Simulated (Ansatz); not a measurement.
Molecule: sum formula Si2N2H8, charge 0, multiplicity 1. 
Geometry from a B3LYP-D3(BJ)/def2-TZVP (Ansatz, an electronic-structure program) optimisation:
```
Si
N 1 1.7332
H 2 1.0087 1 120.69
H 2 1.0090 3 110.94 1 144.78
H 1 1.4848 2 107.68 3 -55.61
H 1 1.4924 5 105.84 2 -124.19
Si 1 2.3536 5 112.54 6 -120.97
N 7 1.7332 1 104.67 5 -108.68
H 8 1.0087 7 120.69 1 -175.57
H 8 1.0090 9 110.94 7 144.78
H 7 1.4848 8 107.68 9 -55.61
H 7 1.4924 11 105.84 8 -124.19
```
Charge 0, spin multiplicity 1.

Dipole moments at this geometry, in debye (magnitudes).

| level | program | dipole (D) |
|---|---|---|
| PBE/def2-TZVPD | Ansatz | 1.62 |
| revPBE/def2-TZVPD | Ansatz | 1.64 |
| HSE06/def2-TZVPD | Ansatz | 1.55 |
| LC-wPBE/def2-TZVPD | Ansatz | 1.50 |
| wB97M-V/def2-TZVPD | Ansatz | 1.55 |
| CCSD(T)/aug-cc-pV(D+d)Z | Ansatz | [?] |

Some entries are withheld; supply them.


- CCSD(T)/aug-cc-pV(D+d)Z, dipole (D): 1.48
